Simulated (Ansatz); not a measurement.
Stepwise reaction of `CC[O][Sb]([SiH3])[O]CC` with hydrogen chloride, as a gas-phase model of exchange steps in deposition or etching. ΔE in kJ/mol.

Calculated with Ansatz (gas phase, PBE0-D4/def2-TZVP geometries, no zero-point term in ΔE). CCSD(T)/CBS is the MP2 limit (def2-TZVPP, def2-QZVPP) plus CCSD(T) − MP2 in def2-TZVPP, frozen cores. This one scheme is used for every species. Functionals use def2-TZVPP. B3LYP here is the variant with VWN-RPA as its local correlation; programs differ in this. def2 core potentials past Kr. For Sb outer-core shells are correlated without core-valence functions, which leaves a few kJ/mol of doubt a bond. One conformer a species, not always the lowest.

| step | reaction | PBE-D4 | B3LYP-D4 | ωB97M-V | CCSD(T)/CBS |
| --- | --- | --- | --- | --- | --- |
| 1 | `CC[O][Sb]([SiH3])[O]CC` + HCl → `CC[O][Sb]([SiH3])[Cl]` + `CCO` | -63.6 | -62.8 | -62.7 | -57.7 |
| 2 | `CC[O][Sb]([SiH3])[Cl]` + HCl → `[SiH3][Sb]([Cl])[Cl]` + `CCO` | -54.6 | -53.4 | -55.1 | -50.1 |

Q: By hand: ΔE of the 2 steps together at CCSD(T)/CBS.

A: (-57.7) + (-50.1) = -107.8 kJ/mol, or -53.9 kJ/mol a step.

In ΔE each step is higher than the one before. All are downhill at CCSD(T)/CBS. PBE-D4 differs from CCSD(T)/CBS by -5.9 to -4.5 kJ/mol a step. Only this route is followed, and other bonds may react first. Isolated molecules leave out the surface, adducts and barriers. Largest T1 diagnostic: 0.014.
